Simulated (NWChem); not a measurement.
System: SiIBr, singlet; SMILES [Si](Br)I

Input file for NWChem:

```
start job
memory heap 200 mb stack 900 mb global 1100 mb
geometry units angstroms noautoz
  Si     1.261631     0.493391     0.000000
  Br    -0.266539     2.150807     0.000000
  I     -0.146912    -1.556426     0.000000
end
basis spherical
  * library def2-svp
end
ecp
  I library def2-ecp
end
dft
  xc xcamb88 1.00 lyp 0.81 vwn_5 0.19 hfexch 1.00
  cam 0.33 cam_alpha 0.19 cam_beta 0.46
  iterations 150
  vectors input atomic output neutral.movecs
end
task dft energy
charge 1
dft
  odft
  mult 2
  vectors input atomic output cation.movecs
end
task dft energy
```

Parts of the log:

```
             Northwest Computational Chemistry Package (NWChem) 7.3.0
             --------------------------------------------------------

 CS  symmetry detected

                             Geometry "geometry" -> ""
                             -------------------------

 Output coordinates in angstroms (scale by  1.889725989 to convert to a.u.)

  No.       Tag          Charge          X              Y              Z
 ---- ---------------- ---------- -------------- -------------- --------------
    1 Si                  14.0000     1.25595973     0.49714427     0.00000000
    2 Br                  35.0000    -0.27321867     2.15362993     0.00000000
    3 I                   53.0000    -0.15133552    -1.55352957     0.00000000

 Effective nuclear repulsion energy (a.u.)     537.5398061036

      Symmetry information
      --------------------

 Group name             Cs
 Group number              2
 Group order               2
 No. of unique centers     3

                                 NWChem DFT Module
                                 -----------------

 Summary of "ao basis" -> "ao basis" (spherical)
 ------------------------------------------------------------------------------
       Tag                 Description            Shells   Functions and Types
 ---------------- ------------------------------  ------  ---------------------
 Si                         def2-svp                 8       18   4s3p1d
 Br                         def2-svp                12       32   5s4p3d
 I                          def2-svp                10       26   4s4p2d

      Symmetry analysis of basis
      --------------------------

        a'         53
        a"         23

            General Information
            -------------------
          SCF calculation type: DFT
          Wavefunction type:  closed shell.
          No. of atoms     :     3
          No. of electrons :    74
           Alpha electrons :    37
            Beta electrons :    37
          Charge           :     0
          Spin multiplicity:     1
          Use of symmetry is: on ; symmetry adaption is: on
          Maximum number of iterations: 150
          AO basis - number of functions:    76
                     number of shells:    30
          Convergence on energy requested:  1.00D-06
          Convergence on density requested:  1.00D-05
          Convergence on gradient requested:  5.00D-04

              XC Information
              --------------
                     Hartree-Fock (Exact) Exchange  1.000
                   CAM-Becke88 Exchange Functional  1.000
                      VWN V Correlation Functional  0.190 local
              Lee-Yang-Parr Correlation Functional  0.810

           Range-Separation Parameters
           ---------------------------
           Alpha           :  0.19
           Beta            :  0.46
           Gamma           :  0.33
           Short-Range HF  :     F

             Grid Information
             ----------------
          Grid used for XC integration:  medium
          Radial quadrature: Mura-Knowles
          Angular quadrature: Lebedev.
          Tag              B.-S. Rad. Rad. Pts. Rad. Cut. Ang. Pts.
          ---              ---------- --------- --------- ---------
          Si                  1.10       88           9.0       590
          Br                  1.15      112          11.0       590
          I                   1.40      123          10.0       590
          Grid pruning is: on
          Number of quadrature shells:   323
          Spatial weights used:  Erf1

      Superposition of Atomic Density Guess
      -------------------------------------

 Sum of atomic energies:       -3207.95147273

      Non-variational initial energy
      ------------------------------

 Total energy =   -3157.796441
 1-e energy   =   -5127.713853
 2-e energy   =    1655.596680
 HOMO         =      -0.249839
 LUMO         =      -0.050713

      Symmetry analysis of molecular orbitals - initial
      -------------------------------------------------

  Numbering of irreducible representations:

     1 a'          2 a"

  Orbital symmetries:

     1 a'          2 a'          3 a'          4 a'          5 a'
     6 a"          7 a'          8 a'          9 a'         10 a'
    11 a"         12 a'         13 a'         14 a'         15 a"
    16 a'         17 a'         18 a"         19 a'         20 a'
    21 a"         22 a'         23 a"         24 a'         25 a'
    26 a"         27 a'         28 a"         29 a'         30 a'
    31 a'         32 a'         33 a'         34 a"         35 a"
    36 a'         37 a'         38 a"         39 a'         40 a'
    41 a'         42 a'         43 a'         44 a'         45 a"
    46 a'         47 a'

   convergence    iter        energy       DeltaE   RMS-Dens  Diis-err
 ---------------- ----- ----------------- --------- --------- ---------
 d= 0,ls=0.0,diis     1  -3161.0609773805 -3.48D+03  1.57D-02  4.27D-01
 d= 0,ls=0.0,diis     2  -3161.0623882273 -1.41D-03  8.47D-03  3.84D-01
 d= 0,ls=0.0,diis     3  -3161.1217274361 -5.93D-02  1.25D-03  6.78D-03
 d= 0,ls=0.0,diis     4  -3161.1229260010 -1.20D-03  2.48D-04  1.72D-04
 d= 0,ls=0.0,diis     5  -3161.1229540810 -2.81D-05  1.07D-04  1.28D-05
  Resetting Diis
 d= 0,ls=0.0,diis     6  -3161.1229583691 -4.29D-06  4.31D-05  1.24D-06
 d= 0,ls=0.0,diis     7  -3161.1229589855 -6.16D-07  1.02D-05  7.10D-08
 d= 0,ls=0.0,diis     8  -3161.1229590243 -3.88D-08  3.25D-06  1.79D-08

         Total DFT energy =    -3161.122959024317
      One electron energy =    -5128.070270089572
           Coulomb energy =     1787.209296955286
    Exchange-Corr. energy =     -134.582716897104
 Nuclear repulsion energy =      314.320731007074

 Numeric. integr. density =       74.000000110897

                  Occupations of the irreducible representations
                  ----------------------------------------------

[...]
```

Level: CAM-B3LYP/def2-SVP with def2 effective core potentials on I, vertical spin-unrestricted ions. Low-valent species are run as closed-shell singlets; no triplet was tried in these runs. The geometry was optimised at PBE0/def2-SVP. No frequency run checked for a minimum. def2 effective core potentials on I; no spin-orbit coupling.
